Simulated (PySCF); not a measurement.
Löwdin shares of the frontier orbitals

Compound: (KSH)2 ring, H2K2S2.
Cartesian coordinates in Å at the PBE0-D3(BJ)/def2-SVP level; atoms count from 1:
```xyz
6
H2K2S2 angstrom
K      0.8245   -1.6662    0.8452
S     -2.0754   -0.8505    0.6070
K     -0.9781    1.1110   -1.4113
S      1.8979    0.2298   -1.2419
H     -2.1102   -0.0275    1.6794
H      2.4413    1.2033   -0.4783
```

Computed, not measured: PySCF, TDDFT CAM-B3LYP/def2-SVPD, vertical, gas phase, core orbitals frozen in the response.

Frontier orbitals with the atoms that hold most of them (Löwdin shares over 4%, at most four atoms; ? is withheld):

```
orbital  ε (eV)                         atoms
 HOMO-3   -7.07  S2 43%, S4 42%, H5 4%, H6 4%
 HOMO-2   -7.02  S4 43%, S2 41%, H6 4%, H5 4%
 HOMO-1   -6.83                             ?
   HOMO   -6.64                             ?
   LUMO       ?                K1 47%, K3 46%
 LUMO+1   -0.15                K3 48%, K1 47%
 LUMO+2    0.40                K1 48%, K3 47%
```

Which atoms hold the HOMO-1, and with what shares?

S2 (bonded to 2 K and H) 43%; S4 (bonded to 2 K and H) 41%; H5 (bonded to S) 4%; K1 (bonded to 2 S) 4%. By element: sulfur 84%, hydrogen 4% or more, potassium 4% or more.

Give the leading atoms of the HOMO.

S4 (bonded to 2 K and H) 43%; S2 (bonded to 2 K and H) 42%; H6 (bonded to S) 4%; H5 (bonded to S) 4%. By element: sulfur 85%, hydrogen 9%.

What is the LUMO energy, and the HOMO–LUMO gap?

ε(LUMO) = -0.44 eV; the gap is 6.20 eV (0.2278 hartree).

The HOMO–LUMO gap is 6.20 eV. Where does the response calculation put the lowest singlet, and from which orbitals?

S1 is at 3.99 eV (f = 0.092), 2.21 eV below the gap, made of HOMO→LUMO (85%). Without the coupling terms of the response equations the lowest excitation would equal the gap.

One configuration dominates each of S1, S2, S4, S5, S6 and S8. Which, and how do the shares of the two leading atoms of either orbital change from the occupied to the empty one?

- S1 (3.99 eV, f 0.092), HOMO→LUMO (85%): S4 43% → at most 4%, S2 42% → at most 4%, K1 at most 5% → 47%, K3 at most 5% → 46%
- S2 (4.10 eV, f 0.0001), HOMO-1→LUMO (85%): S2 43% → at most 4%, S4 41% → at most 4%, K1 4% → 47%, K3 at most 5% → 46%
- S4 (4.34 eV, f 0.192), HOMO-2→LUMO (82%): S4 43% → at most 4%, S2 41% → at most 4%, K1 at most 5% → 47%, K3 at most 5% → 46%
- S5 (4.50 eV, f 0.0000), HOMO→LUMO+1 (91%): S4 43% → at most 4%, S2 42% → at most 4%, K3 at most 5% → 48%, K1 at most 5% → 47%
- S6 (4.76 eV, f 0.015), HOMO-1→LUMO+1 (91%): S2 43% → at most 4%, S4 41% → at most 4%, K3 at most 5% → 48%, K1 4% → 47%
- S8 (4.93 eV, f 0.0001), HOMO-2→LUMO+1 (89%): S4 43% → at most 4%, S2 41% → at most 4%, K3 at most 5% → 48%, K1 at most 5% → 47%

Löwdin shares depend on the basis, the more so with diffuse functions.

Hardware: x86-64 server, one thread (shared host). Cost: 44 s of wall time.

One conformer stands for the species.
